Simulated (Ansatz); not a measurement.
Consider the ligand exchange at the Si–S bond: `S[SiH2]Cl` + HBr → `Cl[SiH2]Br` + H₂S.

Isolated molecules relaxed with PBE0-D4/def2-TZVP in Ansatz; ΔE leaves out vibrations. CBS: MP2 limit from def2 TZ/QZ plus the TZ coupled-cluster correction, frozen cores. This one scheme is used for every species. DFT in def2-TZVPP. For Br outer-core shells are correlated without core-valence functions, which leaves a few kJ/mol of doubt a bond. Scalar relativity is left out up to krypton. One conformer a species, not always the lowest.

```
     species  r2SCAN energy (Eh)
 `S[SiH2]Cl`         -1149.71775
         HBr         -2574.74141
`Cl[SiH2]Br`         -3325.09667
         H₂S          -399.37417
```

(1) Work out ΔE.

Largest T1 diagnostic among the species: 0.010.

Answers

(1) ΔE = (-3325.09667) + (-399.37417) − (-1149.71775) − (-2574.74141) = -0.01168 Eh = -0.32 eV. CCSD(T)/CBS gives -0.35 eV.

At CCSD(T), def2-SVP lies +0.04 eV from the extrapolated value and def2-TZVPP +0.03 eV. In def2-TZVPP, CCSD(T) changes the Hartree–Fock value by +0.09 eV (the triples alone add +0.02 eV) and MP2 by +0.07 eV.
